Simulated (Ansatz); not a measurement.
`[SiH3][SiH2]B[SeH]` and `[SiH3][SiH2][BH][GeH3]` differ in one atom or group.

Ansatz, PBE0-D4/def2-TZVP geometries, multiplicity 1. Each molecule was computed in one conformer, which needn't be the lowest.

Scalar relativity is left out up to krypton. Spin–orbit coupling is left out; it splits and shifts lone-pair levels of the heavy atoms by tenths of an eV.

```json
{"property": "LUMO energy (B3LYP/def2-TZVPP) / eV", "`[SiH3][SiH2]B[SeH]`": "-2.18"}
{"property": "size of the dipole moment (PBE/def2-TZVPP) / D", "`[SiH3][SiH2]B[SeH]`": "0.68"}
{"property": "size of the dipole moment (ωB97M-V/def2-TZVPP) / D", "`[SiH3][SiH2]B[SeH]`": "0.54"}
{"property": "HOMO energy (PBE0/def2-TZVPP) / eV", "`[SiH3][SiH2]B[SeH]`": "-7.74"}
{"property": "HOMO–LUMO gap (B3LYP/def2-TZVPP) / eV", "`[SiH3][SiH2]B[SeH]`": "5.35"}
{"property": "size of the dipole moment (B3LYP/def2-TZVPP) / D", "`[SiH3][SiH2]B[SeH]`": "0.56"}
```

**Question.** Give the same properties after the change, and the shifts. (An estimate is asked.)

**Answer.** Computed: 
```tsv
property	`[SiH3][SiH2][BH][GeH3]`	shift
LUMO energy (B3LYP/def2-TZVPP) / eV	-2.94	-0.76
size of the dipole moment (PBE/def2-TZVPP) / D	0.56	-0.12
size of the dipole moment (ωB97M-V/def2-TZVPP) / D	0.58	0.04
HOMO energy (PBE0/def2-TZVPP) / eV	-7.74	0.00
HOMO–LUMO gap (B3LYP/def2-TZVPP) / eV	4.61	-0.74
size of the dipole moment (B3LYP/def2-TZVPP) / D	0.61	0.05
```

Dipoles are sizes alone; their direction can turn.

B3LYP here is the variant with VWN-RPA as its local correlation; programs differ in this.
